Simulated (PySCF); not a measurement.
VOF₂, SMILES [O]=[V+]([F])[F], charge +1, multiplicity 1.

The structure is a stationary point at B3LYP-D3(BJ)/def2-SVP. The spin state was assumed, not searched. The isomer is the one that the SMILES or the coordinates give; other isomers of the formula were not compared.

These are PySCF with r2SCAN/def2-TZVPD values and carry that method's errors.

Symmetry labels are those of the subgroup Cs that the program uses (full group Cs).

**Question.** List the valence orbital energies around the gap with their symmetry. (The exact figures need the calculation; the answer reports its results.)

**Answer.** 
```json
[
 {"orbital": "HOMO−7", "symmetry": "A'", "energy (eV)": "-19.86"},
 {"orbital": "HOMO−6", "symmetry": "A\"", "energy (eV)": "-19.25"},
 {"orbital": "HOMO−5", "symmetry": "A'", "energy (eV)": "-19.14"},
 {"orbital": "HOMO−4", "symmetry": "A'", "energy (eV)": "-18.92"},
 {"orbital": "HOMO−3", "symmetry": "A\"", "energy (eV)": "-18.14"},
 {"orbital": "HOMO−2", "symmetry": "A'", "energy (eV)": "-17.78"},
 {"orbital": "HOMO−1", "symmetry": "A'", "energy (eV)": "-17.32"},
 {"orbital": "HOMO", "symmetry": "A\"", "energy (eV)": "-16.84"},
 {"orbital": "LUMO", "symmetry": "A'", "energy (eV)": "-12.99"},
 {"orbital": "LUMO+1", "symmetry": "A\"", "energy (eV)": "-12.50"},
 {"orbital": "LUMO+2", "symmetry": "A'", "energy (eV)": "-11.74"},
 {"orbital": "LUMO+3", "symmetry": "A\"", "energy (eV)": "-10.21"}
]
```
